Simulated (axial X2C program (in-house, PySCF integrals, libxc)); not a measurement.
Potential curves of SiTe, 2c

Computed with an in-house relativistic program for diatomic molecules. Two-component (2c) means X2C with spin–orbit coupling and atomic mean-field two-electron Coulomb and Gaunt terms. Basis: Te dyall-cv3z [11s12p8d4f1g], Si dyall-v3z [8s7p2d1f] (cores contracted in-house); Gaussian nuclei, density fitting, unrestricted open shells. Masses: Te 129.906 u, Si 27.977 u.

State: Ω = 0 (closed shell). Energies in kJ/mol from the fragments at the same level (Te + Si). Fits are polynomials in 1 − R0/R over 0.85 to 1.23 times the lowest point R0.

```tsv
R (Å)	PBE0	B3LYP	CCSD	CCSD(T)
1.9827	-291.89	-273.38		
2.0739	-365.99	-349.87	-316.25	-338.35
2.1423	-397.93	-383.74	-350.67	-374.43
2.2106	-414.45	-402.30	-369.11	-394.67
2.2790	-419.08	-409.06	-375.15	-402.68
2.3588	-413.04	-405.61	-370.27	-400.29
2.4385	-397.92	-393.17	-355.92	-388.65
2.5411	-369.32	-368.13	-327.90	-364.36
2.6664	-325.80	-329.02		
2.8487	-255.25	-264.90
```

Correlated methods: 10 electrons correlated (number of frozen shells: Te 4 s, 3 p, 2 d; Si 2 s, 1 p), 218 virtual spin orbitals or spinors in MP2, 90 natural virtuals in coupled cluster.

The state is a single determinant with fixed occupations, the lowest that a limited PBE0 search found. The closed shell is kept restricted, so the energy runs too high when the bond is stretched far. De is counted from the lowest determinant-based energies of the atoms at the same level, without counterpoise correction. Coupled cluster ran in a truncated set of natural virtual spinors; the MP2 energy of the rest was added. (T) has no such correction and the atoms are truncated less, which lowers De at CCSD(T) by a hundredth of an eV or more. The 2c atoms are single determinants rather than J levels; their spin–orbit lowering is only partly caught, and De is too large by that part. This holds for PBE0, B3LYP, CCSD, CCSD(T). Without a current term, density functionals place determinants with orbital angular momentum somewhat too high. The T1 diagnostic is large, a sign of multireference character. With the outer-core shells frozen, correlated bond lengths of heavy atoms tend to come out a few hundredths of an ångström too long. Coupled cluster ran on the points near the minimum only. MP2 and coupled cluster on one determinant become unreliable at the stretched end.

Problem. Fit the PBE0 curve near its minimum: give the equilibrium distance, the harmonic wavenumber and the well depth.

Solution. At PBE0, 2c: Re = 2.276 Å, ωe ≈ 492 cm⁻¹, De = 4.34 eV to Te + Si; Be follows as 0.141 cm⁻¹.

Problem. Fit the B3LYP curve near its minimum: give the equilibrium distance, the harmonic wavenumber and the well depth.

Solution. At B3LYP, 2c: Re = 2.293 Å, ωe ≈ 473 cm⁻¹, De = 4.24 eV to Te + Si; Be follows as 0.139 cm⁻¹.

Problem. Fit the CCSD curve near its minimum: give the equilibrium distance, the harmonic wavenumber and the well depth.

Solution. At CCSD, 2c: Re = 2.285 Å, ωe ≈ 494 cm⁻¹, De = 3.89 eV to Te + Si; Be follows as 0.14 cm⁻¹.

Problem. What are Re, ωe and De at the CCSD(T) level?

Solution. At CCSD(T), 2c: Re = 2.301 Å, ωe ≈ 474 cm⁻¹, De = 4.18 eV to Te + Si; Be follows as 0.138 cm⁻¹.
